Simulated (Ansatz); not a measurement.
Basis sets compared for the cluster Cu3 (the lowest doublet isomer of a short search). Charge 0, multiplicity 2. Geometry r2SCAN-D4/def2-TZVP. Ansatz on 4 threads of Arm Neoverse V1 on a shared host; times are rough, and most runs start from earlier orbitals.

```xyz
3

Cu    0.475   -1.053    0.551
Cu   -0.909    0.758    0.743
Cu    0.433    0.295   -1.295
```

The 6-31G sets use Cartesian d functions. B3LYP takes the VWN-RPA correlation. At B3LYP-D4/6-31G the charge 0 doublet is spin-contaminated (final ⟨S²⟩ up to 0.85, 0.75 for a pure state). The structure comes from a short search, and lower isomers may exist.

Binding counts from free atoms (Cu doublet) in the same basis, without a counterpoise term.

```csv
level,functions,energy (Eh),HOMO (eV),LUMO (eV),binding per atom (eV),wall time
PBE-D4/def2-SVP,93,-4920.0952,-3.28,-3.09,1.55,2.6 s
PBE-D4/def2-TZVP,135,-4920.8612,-3.69,-3.50,1.16,3.4 s
r2SCAN-D4/def2-TZVP,135,-4921.5336,-3.86,-3.30,1.17,9 s
B3LYP-D4/6-31G,87,-4920.6893,-3.87,-2.66,1.54,8 s
B3LYP-D4/def2-TZVP (with forces),135,-4921.7285,-4.00,-2.90,0.92,7 s
PBE0-D4/def2-SVP,93,-4920.0997,-3.68,-2.29,1.20,5.5 s
PBE0-D4/def2-TZVP,135,-4920.8362,-4.03,-2.59,0.94,6.5 s
```

Q: Estimate the rows for PBE-D4/def2-TZVPD, r2SCAN-D4/def2-TZVPD, PBE0-D4/def2-TZVPD.

A: 
| level | functions | energy (Eh) | HOMO (eV) | LUMO (eV) | binding per atom (eV) | wall time |
| --- | --- | --- | --- | --- | --- | --- |
| PBE-D4/def2-TZVPD | 144 | -4920.8619 | -3.71 | -3.52 | 1.16 | 4.1 s |
| r2SCAN-D4/def2-TZVPD | 144 | -4921.5342 | -3.87 | -3.30 | 1.18 | 10 s |
| PBE0-D4/def2-TZVPD | 144 | -4920.8368 | -4.05 | -2.61 | 0.94 | 7 s |
